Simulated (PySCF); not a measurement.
From computed data to an observable: entropy of an ideal gas

Ta(S)(OH)(NH2)2 (H₅N₂OSTa), SMILES [NH2][Ta](=[S])([NH2])[OH], multiplicity 1.

Geometry: PBE-D3(BJ)/def2-SVP. The multiplicity is an assumed one; no other spin state was optimised. The structure was generated by enumeration; whether it is a known compound was not checked. The def2 effective core potentials stand for the cores of Ta; spin–orbit coupling is left out. The values are those of a single conformer.

PBE-D3(BJ)/def2-SVP run with PySCF gives the harmonic wavenumbers 111, 137, 137, 180, 190, 212, 255, 312, 413, 453, 465, 497, 536, 578, 650, 663, 687, 1451, 1454, 3462, 3465, 3560, 3560, 3786 cm⁻¹ and the rotational temperatures 0.1346, 0.0925, 0.0903 K. The molar mass is 262.06 g/mol, the symmetry number 1, the spin multiplicity 1.

Work out the entropy at 298.15 K and 1 atm in the rigid-rotor, harmonic-oscillator model.


Translation (Sackur–Tetrode at 1 atm): S = R[1.5 ln M + 2.5 ln T − 1.16487] = 178.2 J/(mol K).
Rotation: q = (√π/σ) T^1.5/√(θA θB θC) = 272000, S = R[ln q + 3/2] = 116.5 J/(mol K).
Vibration: with u = 1.4388 ν/T, each mode gives R[u/(e^u − 1) − ln(1 − e^−u)]:
| ν (cm⁻¹) | modes | u | S (J/(mol K)) |
|---|---|---|---|
| 111 | 1 | 0.54 | 13.60 |
| 137 | 2 | 0.66 | 23.81 |
| 180 | 1 | 0.87 | 9.74 |
| 190 | 1 | 0.92 | 9.32 |
| 212 | 1 | 1.02 | 8.48 |
| 255 | 1 | 1.23 | 7.10 |
| 312 | 1 | 1.51 | 5.66 |
| 413 | 1 | 1.99 | 3.83 |
| 453 | 1 | 2.19 | 3.29 |
| 465 | 1 | 2.24 | 3.15 |
| 497 | 1 | 2.40 | 2.79 |
| 536 | 1 | 2.59 | 2.40 |
| 578 | 1 | 2.79 | 2.05 |
| 650 | 1 | 3.14 | 1.55 |
| 663 | 1 | 3.20 | 1.48 |
| 687 | 1 | 3.32 | 1.35 |
| 1451 | 1 | 7.00 | 0.06 |
| 1454 | 1 | 7.02 | 0.06 |
The stiffer modes add less than 0.005 each. Sum 99.7 J/(mol K).
Spin: R ln 1 = 0.0 J/(mol K).
Total 394.4 J/(mol K); the program's own thermochemistry gives 394.4. Translation makes up 45 % and vibration 25 %. Anharmonicity, hindered rotation and orbital degeneracy are left out.
